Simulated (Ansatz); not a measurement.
Isolated molecules relaxed with PBE0-D4/def2-TZVP in Ansatz; ΔE leaves out vibrations. CBS: MP2 limit from def2 TZ/QZ plus the TZ coupled-cluster correction, frozen cores. DFT in def2-TZVPP. For Ge outer-core shells are correlated without core-valence functions, which leaves a few kJ/mol of doubt a bond. Scalar relativity is left out up to krypton. One conformer a species, not always the lowest.

`N[SiH2]N[SiH](N)Cl` + `[SiH3][S][GeH3]` → `N[SiH2]N[SiH2]Cl` + `N[SiH2][S][GeH3]`  (redistribution)

```tsv
species	PBE0-D4 energy (Eh)
`N[SiH2]N[SiH](N)Cl`	-1207.97447
`[SiH3][S][GeH3]`	-2767.82942
`N[SiH2]N[SiH2]Cl`	-1152.60751
`N[SiH2][S][GeH3]`	-2823.18906
```

Question: Work out ΔE.

Answer: ΔE = (-1152.60751) + (-2823.18906) − (-1207.97447) − (-2767.82942) = 0.00732 Eh = +0.20 eV. CCSD(T)/CBS gives +0.17 eV.

Largest T1 diagnostic among the species: 0.011.

The D4 term adds +0.06 eV with B3LYP and +0.03 eV with PBE0; it sums over pairs of atoms, weighted by their polarisabilities, and B3LYP, whose exchange is more repulsive, gets the larger term. In def2-TZVPP, CCSD(T) changes the Hartree–Fock value by +0.06 eV (the triples alone add +0.01 eV) and MP2 by +0.06 eV.

B3LYP here is the variant with VWN-RPA as its local correlation; programs differ in this.
